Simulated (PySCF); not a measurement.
A thermochemical cycle for CaHg

PBE0 in PySCF with def2-SVP on every atom (core potentials on Hg), for the lowest determinant that a PBE0 search found; no spin–orbit coupling. CaHg, a singlet (closed shell), has De = 0.07 eV to neutral atoms, and CaHg⁺, a doublet (σ ↑), has De = 0.44 eV to Ca⁺ + Hg.

The adiabatic ionisation energy of CaHg, between the minima, is 5.69 eV.

Which ionisation energy of the Ca atom does this level give?

IE(Ca) = IE(molecule) + De(ion) − De(neutral) = 5.69 + 0.44 − 0.07 = 6.06 eV; the measured value is 6.113 eV (NIST ASD).

Closed-shell solutions of metal pairs were not tested for spin polarisation, which can lower them a little. Weak bonds: CaHg, CaHg⁺. Basis-set superposition, not corrected here, can be much of De in a small basis, most of all at correlated wavefunction levels. Spin–orbit coupling is left out. For an ion De counts to the pair picked by the measured ionisation energies or electron affinities, which need not be the lowest pair at this level. States were picked by a PBE0 search and need not be the measured ground states.
